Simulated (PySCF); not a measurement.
ZrF₄, SMILES [F][Zr]([F])([F])[F], multiplicity 1. Atoms are numbered in the order given.

```xyz
5

Zr     0.0000     0.0000     0.0000
F     -1.0993     1.0993    -1.0993
F      1.0993     1.0993     1.0993
F      1.0993    -1.0993    -1.0993
F     -1.0993    -1.0993     1.0993
```

Coordinates come from a B3LYP-D3(BJ)/def2-SVP optimisation. The spin state was assumed, not searched. The isomer is the one that the SMILES or the coordinates give; other isomers of the formula were not compared. The def2 effective core potentials stand for the cores of Zr; spin–orbit coupling is left out.

Method: PBE/def2-TZVPD (PySCF).

Symmetry labels are those of the subgroup D2 that the program uses (full group Td).

Computed valence orbital energies around the gap with their symmetry:
| orbital | symmetry | energy (eV) |
|---|---|---|
| HOMO−7 | A | -11.12 |
| HOMO−6 | A | -10.98 |
| HOMO−5 | B1 | -10.22 |
| HOMO−4 | B2 | -10.22 |
| HOMO−3 | B3 | -10.22 |
| HOMO−2 | B1 | -10.18 |
| HOMO−1 | B2 | -10.18 |
| HOMO | B3 | -10.18 |
| LUMO | A | -2.32 |
| LUMO+1 | A | -2.32 |
| LUMO+2 | A | -1.47 |
| LUMO+3 | B1 | -1.10 |
